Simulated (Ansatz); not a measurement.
# Ligand exchange: GeH(CH3)2Cl + C4H9Cl → GeH(CH3)Cl2 + C5H12

Species: GeH(CH3)2Cl, singlet; C4H9Cl (1-chlorobutane) `CCCCCl`, singlet; GeH(CH3)Cl2, singlet; C5H12 (pentane) `CCCCC`, singlet. The partners trade CH3 for Cl: Ge–CH3 and C–Cl bonds give way to Ge–Cl and C–CH3.

Shapes, held fixed at every level: PBE0-D4/def2-TZVP. Flexible molecules stand in one conformer, not always the lowest. Programs: Ansatz 0.2.0. Electronic energies: no zero-point or thermal term.

(1) Estimate ΔE of this reaction.

Results:

(1) The highest level, CCSD(T)/def2-TZVPP, gives ΔE = -93.0 kJ/mol; the levels span -109.0 to -91.7. The column of differences is taken from that level and isn't an error. No measured value is set beside it here. Relativity is left out for Ge. Outer-core shells of Ge are correlated, in sets that cover them unevenly.

```csv
level,kind,ΔE (kJ/mol),less CCSD(T)/def2-TZVPP
SPW92/def2-TZVPP,LDA,-91.7,+1.3
BHLYP-D4/def2-TZVPP,global hybrid,-100.2,-7.2
r2SCAN0-D4/def2-TZVPP,global hybrid,-98.0,-5.0
wB97X-V/def2-TZVPP,range-separated hybrid,-95.1,-2.1
B2PLYP/def2-TZVPP,double hybrid,-95.2,-2.2
MP2/def2-SVP,perturbation theory,-109.0,-16.0
CCSD(T)/def2-TZVPP,coupled cluster or CI,-93.0,0.0
```
